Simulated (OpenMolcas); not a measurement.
An atom or ion with 38 electrons was computed by SS-CASPT2, IPEA 0.25 Eh, imaginary shift 0.1 Eh with spin-orbit coupling (OpenMolcas, ANO-RCC-VTZP, DKH2). The lowest levels that the run gave, each within 12 % of the measured value where one is at hand:

```
J  Parity  E (eV)      g
2    even  0.0000  0.670
3    even  0.0870  1.084
4    even  0.1890  1.250
2    even   0.689  1.007
0    even   1.070       
1    even   1.104  1.501
2    even   1.167  1.490
4    even   1.436  1.000
1    even   2.294  0.499
2    even   2.342  1.166
3    even   2.425  1.334
0    even   2.968
```

Which ion is it, and what are the configurations and terms?

Zr III (Z = 40, charge +2; active space 2 electrons in 6 orbitals (4d 5s)). J, parity and g give the terms where levels are pure, and mixed ones are named by the computed weights; the size of the splittings, set against known spectra of the 38-electron sequence, gives the charge. In order, with the measured energies in eV (Moore, Atomic Energy Levels, vol. II, NSRDS-NBS 35 (1971 reprint of NBS Circular 467, 1952); NIST levels as listed in Rynkun, Gaigalas and Jonsson, Astron. Astrophys. 637, A10 (2020)): 4d2 3F2, 4d2 3F3 (0.0844), 4d2 3F4 (0.1843), 4d2 1D2 (0.7119), 4d2 3P0 (0.9996), 4d2 3P1 (1.0322), 4d2 3P2 (1.0958), 4d2 1G4 (1.3699), 4d 5s 3D1 (2.2812), 4d 5s 3D2 (2.3312), 4d 5s 3D3, 4d2 1S0 (2.9730).

CASPT2 breaks the degeneracy within a term, and the mean is taken; among the terms shown or strongly mixed into the levels shown the widest spread is 630 cm-1 (4d2 1G). Terms from blocks run as CI alone lack orbitals of their own. A single d shell beside an s shell can misplace configurations of different d count against each other. Measured partners are found by configuration, term and J. A level has none where our copy of the source lacks it or the pairing is in doubt (some pairs that miss far off the trend of their configuration count as doubtful), and it then counts in no deviation. Levels of configurations outside the active space are missing.
